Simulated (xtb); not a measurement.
Te(I)(OH) (HIOTe), SMILES O[Te]I. All values are semi-empirical tight-binding results from xtb (GFN2-xTB unless named), good for trends rather than for accurate numbers. The structure is a stationary point at GFN2-xTB. Other conformers were not sampled.

```yaml
orbital_gap: 3.10 eV
zero_point_energy: 8.3 kcal/mol
G − E(el) at 298.15 K (modified RRHO): -11.2 kcal/mol
static polarisability (D4 model): 78.4 bohr³
solvation energy, GFN2-xTB/ALPB(water): -6.2 kcal/mol
solvation energy, GFN2-xTB/ALPB(ch2cl2): -6.7 kcal/mol
```
